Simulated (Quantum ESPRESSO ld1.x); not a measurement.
Task: Successive ionisation energies (eV) of one element, from differences of total energies of ions in their ground configurations, starting at charge 0: 14.988, 30.159, 47.752, 76.206, 97.697, 547.22, 659.90. Calculated with ld1.x of Quantum ESPRESSO 7.5: scalar-relativistic Kohn-Sham, LDA (Slater exchange, Perdew-Wang correlation), spin-polarised, spherical densities, point nucleus; open shells are filled with parallel spins first. Which element is it?

Result: Nitrogen (Z = 7). The first species listed is N in [He] 2s2 2p3, the last N6+ in 1s1.
